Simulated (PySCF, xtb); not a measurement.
C3H5F3, SMILES C[C@@H](F)C(F)F.

GFN2-xTB (xtb 6.7.1) at its own geometry gives an orbital gap of 12.32 eV and a dipole moment of 4.35 D.

Coordinates come from a B3LYP-D3(BJ)/def2-SVP optimisation. The structure was generated by enumeration; whether it is a known compound was not checked. One conformer was computed; it need not be the lowest.

Q: What does PBE0/def2-TZVP (PySCF) give? (An estimate is asked for; the answer gives what the named calculation found.)

A: gap 10.43 eV (levels -9.43 and 1.00 eV), dipole 3.27 D.
